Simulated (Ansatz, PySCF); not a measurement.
Energy landscape of H2N (cation, charge +1), triplet: symmetric bend, bond length relaxed. Scanned: H-N-H angle. Other coordinates (N-H bond length) were minimised at PBE0/def2-TZVP.

Levels: UKS-PBE/aug-cc-pVQZ = unrestricted PBE/aug-cc-pVQZ in Ansatz (a quantum-chemistry and plane-wave program); B3LYP = PySCF 2.14.0 with unrestricted B3LYP/def2-TZVP; CCSD(T)/aug-cc-pVQZ = Ansatz with CCSD(T) on UHF/aug-cc-pVQZ, frozen core.

Energies relative to the lowest point of each profile, in mEh; the last columns give the difference from CCSD(T):

```json
[
 {"a / °": "180", "UKS-PBE/aug-cc-pVQZ": "0.7", "B3LYP": "0.8", "CCSD(T)/aug-cc-pVQZ": "1.0", "UKS-PBE/aug-cc-pVQZ − CCSD(T)/aug-cc-pVQZ": "-0.3", "B3LYP − CCSD(T)/aug-cc-pVQZ": "-0.3"},
 {"a / °": "167", "UKS-PBE/aug-cc-pVQZ": "0.4", "B3LYP": "0.4", "CCSD(T)/aug-cc-pVQZ": "0.6", "UKS-PBE/aug-cc-pVQZ − CCSD(T)/aug-cc-pVQZ": "-0.2", "B3LYP − CCSD(T)/aug-cc-pVQZ": "-0.2"},
 {"a / °": "157", "UKS-PBE/aug-cc-pVQZ": "0.0", "B3LYP": "0.0", "CCSD(T)/aug-cc-pVQZ": "0.0", "UKS-PBE/aug-cc-pVQZ − CCSD(T)/aug-cc-pVQZ": "0.0", "B3LYP − CCSD(T)/aug-cc-pVQZ": "0.0"},
 {"a / °": "147", "UKS-PBE/aug-cc-pVQZ": "0.3", "B3LYP": "0.3", "CCSD(T)/aug-cc-pVQZ": "0.1", "UKS-PBE/aug-cc-pVQZ − CCSD(T)/aug-cc-pVQZ": "0.2", "B3LYP − CCSD(T)/aug-cc-pVQZ": "0.2"},
 {"a / °": "137", "UKS-PBE/aug-cc-pVQZ": "2.1", "B3LYP": "2.1", "CCSD(T)/aug-cc-pVQZ": "1.7", "UKS-PBE/aug-cc-pVQZ − CCSD(T)/aug-cc-pVQZ": "0.3", "B3LYP − CCSD(T)/aug-cc-pVQZ": "0.4"},
 {"a / °": "127", "UKS-PBE/aug-cc-pVQZ": "6.3", "B3LYP": "6.5", "CCSD(T)/aug-cc-pVQZ": "5.9", "UKS-PBE/aug-cc-pVQZ − CCSD(T)/aug-cc-pVQZ": "0.3", "B3LYP − CCSD(T)/aug-cc-pVQZ": "0.6"},
 {"a / °": "117", "UKS-PBE/aug-cc-pVQZ": "13.7", "B3LYP": "14.3", "CCSD(T)/aug-cc-pVQZ": "13.5", "UKS-PBE/aug-cc-pVQZ − CCSD(T)/aug-cc-pVQZ": "0.2", "B3LYP − CCSD(T)/aug-cc-pVQZ": "0.8"},
 {"a / °": "107", "UKS-PBE/aug-cc-pVQZ": "25.1", "B3LYP": "26.2", "CCSD(T)/aug-cc-pVQZ": "25.2", "UKS-PBE/aug-cc-pVQZ − CCSD(T)/aug-cc-pVQZ": "-0.2", "B3LYP − CCSD(T)/aug-cc-pVQZ": "0.9"},
 {"a / °": "97", "UKS-PBE/aug-cc-pVQZ": "41.1", "B3LYP": "42.8", "CCSD(T)/aug-cc-pVQZ": "41.8", "UKS-PBE/aug-cc-pVQZ − CCSD(T)/aug-cc-pVQZ": "-0.7", "B3LYP − CCSD(T)/aug-cc-pVQZ": "1.0"},
 {"a / °": "87", "UKS-PBE/aug-cc-pVQZ": "62.4", "B3LYP": "65.0", "CCSD(T)/aug-cc-pVQZ": "63.8", "UKS-PBE/aug-cc-pVQZ − CCSD(T)/aug-cc-pVQZ": "-1.4", "B3LYP − CCSD(T)/aug-cc-pVQZ": "1.1"}
]
```

UKS-PBE/aug-cc-pVQZ is furthest from CCSD(T)/aug-cc-pVQZ at 87 (-1.4 mEh, below); its mean absolute difference over the points is 0.4 mEh.

B3LYP is furthest from CCSD(T)/aug-cc-pVQZ at 87 (1.1 mEh, above); its mean absolute difference over the points is 0.5 mEh.

The scan ran from 180.0 to 60.0; beyond the range shown the relaxed coordinates jump or full CI changes its symmetry label.
